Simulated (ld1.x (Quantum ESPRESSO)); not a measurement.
## caesium: one change to a TM potential, before and after

caesium, norm-conserving Troullier–Martins (Kleinman–Bylander form), made with ld1.x (Quantum ESPRESSO) 7.5 (PBE, scalar-relativistic). Core [Xe], reference 5d0 6s1 6p0. Waves: 6p (bound, empty): rc 3.55 bohr; 5d (bound, empty): rc 4.20 bohr; 6s (bound): rc 4.10 bohr. Local part: the s channel. Core correction: none.

All-electron outer shells of the reference configuration (PBE, scalar-relativistic, ld1.x):

| shell | level (eV) | outermost node (bohr) | outermost maximum (bohr) |
| --- | --- | --- | --- |
| 5s | -26.73 | 0.82 | 1.54 |
| 5p | -13.52 | 0.89 | 1.79 |
| 6s | -2.09 | 2.11 | 4.80 |
| 6p | -0.74 | 2.61 | 6.72 |
| 5d | -0.38 | 1.06 | 3.51 |

Change: all radii scaled by about 0.82 (s 3.38, p 2.92, d 3.46 bohr).

Cutoffs: the cutoffs (Ry, on a coarse ladder) from which the occupation-weighted sum of valence levels, in a spherical-Bessel basis at the reference potential, stays within 10 and 1 mRy of its value at 400 Ry; they do not see the model core or the augmentation charge, which bear on the density cutoff. Errors are all-electron minus pseudo energies relative to the spin-unpolarised reference configuration.

Question: How do hardness, ghosts and transferability respond?

Answer: Both files are very soft, the changed one slightly harder (loose and tight cutoff 6 and 6 Ry → 6 and 8 Ry on this coarse ladder); both files keep a bound ghost (p); of the 4 tests that both files solve, the error grows in 2 and shrinks in 0 by more than 15 % and 0.3 meV (median size 83.7 → 98.4 meV).

```csv
quantity,base,changed
"cutoff, loose",6 Ry,6 Ry
"cutoff, tight",6 Ry,8 Ry
bound ghosts,p,p
"error for 5d0 6s0.5 6p0, meV [ΔE 1.47 eV]",+16,+16
"error for 5d0 6s0 6p1, meV [ΔE 1.37 eV]",+125,+131
"error for 5d1 6s0 6p0, meV [ΔE 1.67 eV]",+134,+199
"error for 5d0.5 6s0.5 6p0, meV [ΔE 0.84 eV]",+42,+66
```

Base: The cutoffs count occupied waves only; the empty 6p level needs 15 Ry at the loose tolerance. Changed file: The cutoffs count occupied waves only; the empty 6p level needs 120 Ry at the loose tolerance. A true bound ghost makes a file unfit for plane-wave use even where its test errors are small: the radial tests pick states by their node count and pass the ghost by.
